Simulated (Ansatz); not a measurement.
Species: sum formula SiN3H5Cl (charge -1, singlet). It need not be the lowest isomer of its formula. Whether it binds its extra electron was not tested at this geometry. 
Coordinates optimised at B3LYP-D3(BJ)/def2-TZVP (Ansatz, a program for electronic structure):
```
Si
N 1 1.6271
H 2 1.0134 1 116.39
N 1 1.7604 2 109.14 3 171.43
H 4 1.0114 1 114.18 2 140.96
H 4 1.0130 5 108.48 1 122.33
N 1 1.7604 2 120.39 3 42.19
H 7 1.0116 1 115.52 2 -166.89
H 7 1.0124 8 109.44 1 128.67
Cl 1 2.2495 2 119.80 3 -73.82
```
Charge -1, spin multiplicity 1.

Basis-set convergence of Hartree-Fock and CCSD(T) correlation energies (hartree) with Ansatz. Cores are frozen in the correlated levels unless marked. No spin-orbit coupling. No relativistic terms. This anion needs diffuse functions, which these sets lack.

| basis | functions | E(HF) | E(corr, CCSD(T)) |
|---|---|---|---|
| cc-pV(D+d)Z | 113 | -914.83047 | -0.81728 |
| cc-pV(T+d)Z | 238 | -914.93213 | -1.04444 |
| cc-pV(Q+d)Z | 443 | … | … |

Task: Complete the blanks.

Result: 
- cc-pV(Q+d)Z, E(HF): -914.95709
- cc-pV(Q+d)Z, E(corr, CCSD(T)): -1.11962
